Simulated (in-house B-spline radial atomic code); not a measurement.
A calculation on the tellurium ion Te⁺ (an excited or competing configuration): its settings, and results tabulated from the run. Method: Dirac-Hartree-Fock, average of the jj configuration, Fermi nucleus of rms radius 4.7423 fm. Calculated with a radial B-spline atomic code at the basis-set limit.

In the input, a minus or plus after the letter marks the j = l - 1/2 or j = l + 1/2 subshell.

Command:
```bash
python run_scf.py task.json out
```
Settings (nuclear radius in fm, mass in u):
```
Z                52
configuration    1s2 2s2 2p6 3s2 3p6 3d10 4s2 4p6 4d10 5s2 5p-2 5p+1
hamiltonian      dirac
method           hf
spin_polarised   False
nucleus          fermi
rms_radius       4.7423
atomic_mass      129.90622
speed_of_light   137.035999084
```

Output (hartree, bohr):
```
 radial grid: 81 intervals, B-splines of order 8, outer radius 60 bohr

 iter        energy (Eh)    residual
    1       -6790.209746    5.90e-01
    2       -6792.396989    1.79e-01
    3       -6793.347163    3.76e-02
    4       -6793.396758    9.98e-03
    5       -6793.399262    5.01e-03
    6       -6793.400023    4.59e-04
    7       -6793.400033    1.59e-04
    8       -6793.400034    2.14e-05
    9       -6793.400034    3.27e-06
   10       -6793.400034    4.30e-07

 total energy                     -6793.40003
 kinetic                            7184.6573
 electron-nucleus                 -16489.7336
 electron-electron                  2511.6763

 first-order corrections (not in the total)
   Gaunt                             5.6475
   retardation                      -0.5802
   frequency dependence             -0.0528
   self-energy                       3.8377
   Uehling                          -0.5159
   Wichmann-Kroll                    0.0114
   recoil                            0.0194

 orbital      occ     eigenvalue          <r>       <r^2>       <1/r>       r_max    small
 1s1/2      2.000     -1176.2535    0.0278054  0.00104767     55.5738     0.01794  3.66e-02
 2s1/2      2.000      -184.1877     0.119264   0.0168382     12.9649      0.1014  7.83e-03
 2p1/2      2.000      -172.0896     0.100916   0.0125285     12.9084     0.07804  7.82e-03
 2p3/2      4.000      -161.9582     0.106454   0.0138132     11.9515      0.0827  7.44e-03
 3s1/2      2.000       -38.4490     0.320212    0.117318     4.62659      0.2919  2.32e-03
 3p1/2      2.000       -33.4360     0.311155     0.11249     4.52631      0.2789  2.25e-03
 3p3/2      4.000       -31.4912     0.322269    0.120476     4.29381      0.2892  2.15e-03
 3d3/2      4.000       -22.7522     0.293716     0.10212     4.13277      0.2362  2.02e-03
 3d5/2      6.000       -22.3514     0.297255    0.104452     4.07267      0.2391  1.99e-03
 4s1/2      2.000        -7.4368      0.76625    0.662583     1.81478      0.7014  6.23e-04
 4p1/2      2.000        -5.6375     0.803837    0.735604     1.70318      0.7227  5.64e-04
 4p3/2      4.000        -5.2559     0.831765    0.787794     1.63019      0.7464  5.34e-04
 4d3/2      4.000        -2.3156     0.961924     1.08368     1.37299      0.8068  3.97e-04
 4d5/2      6.000        -2.2534      0.97077     1.10186     1.35648      0.8156  3.90e-04
 5s1/2      2.000        -1.0361      2.07875     4.88154    0.619339       1.803  9.49e-05
 5p1/2      2.000        -0.6565       2.4515      6.8418    0.519392       2.073  6.75e-05
 5p3/2      1.000        -0.6376      2.53267     7.29088     0.50052        2.15  6.35e-05
```

Time taken, with all properties: 1.4 s on 1 thread of Arm Neoverse V1 (shared host).

For the Dirac Hamiltonian the kinetic term is c α·p + (β - 1)c².
